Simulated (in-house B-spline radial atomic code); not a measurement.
Atomic self-consistent-field run: Si2+ (an excited or competing configuration). Level of theory: scalar-relativistic (X2C) TPSSh, spin-polarised, spherical fractional occupations, exact exchange averaged over the configuration, Fermi nucleus of rms radius 3.1224 fm; calculated with a B-spline radial code for spherical atoms.

Command:
```bash
python run_scf.py task.json out
```
Settings (nuclear radius in fm, mass in u):
```
Z                14
configuration    [He] 2s2 2p5 3s2 3d1
hamiltonian      x2c
method           tpssh
spin_polarised   True
nucleus          fermi
rms_radius       3.1224
atomic_mass      27.97693
speed_of_light   137.035999084
exact_exchange   averaged over the configuration
```

Output (hartree, bohr):
```
 radial grid: 70 intervals, B-splines of order 8, outer radius 25.5556 bohr

 iter        energy (Eh)    residual
    1        -284.821915    2.05e-02
    2        -284.823148    8.56e-04
    3        -284.823151    4.61e-04
    4        -284.823152    2.54e-04
    5        -284.823152    2.98e-05
    6        -284.823152    3.96e-06
    7        -284.823152    4.30e-07
    8        -284.823152    8.36e-08

 total energy                      -284.82315
 kinetic                             285.6929
 electron-nucleus                   -663.8036
 Hartree                             112.5628
 exact exchange                       -1.7826
 exchange-correlation                -17.4927

 orbital      occ     eigenvalue          <r>       <r^2>       <1/r>     <1/r^3>       r_max
 1s up      1.000       -68.2742      0.11096   0.0165876     13.7056           -     0.07246
 1s down    1.000       -68.2031     0.110856   0.0165524     13.7144           -     0.07244
 2s up      1.000        -6.9532     0.548537    0.357641     2.67656           -      0.4453
 2s down    1.000        -6.8016     0.551142    0.361214     2.66055           -      0.4467
 2p up      3.000        -5.3258     0.510263    0.324843     2.56044     52.6089      0.3765
 2p down    2.000        -5.1813     0.513761    0.329706     2.54685     52.0647      0.3782
 3s up      1.000        -1.2862      1.79563     3.68074    0.760302           -       1.572
 3s down    1.000        -1.2351      1.80573     3.72663    0.757213           -        1.58
 3d up      1.000        -0.5151      2.49516     7.40514    0.492386     0.27621       2.019
```

Cost of the run: 0.42 s on 1 thread of Arm Neoverse N1, with other jobs on the host.
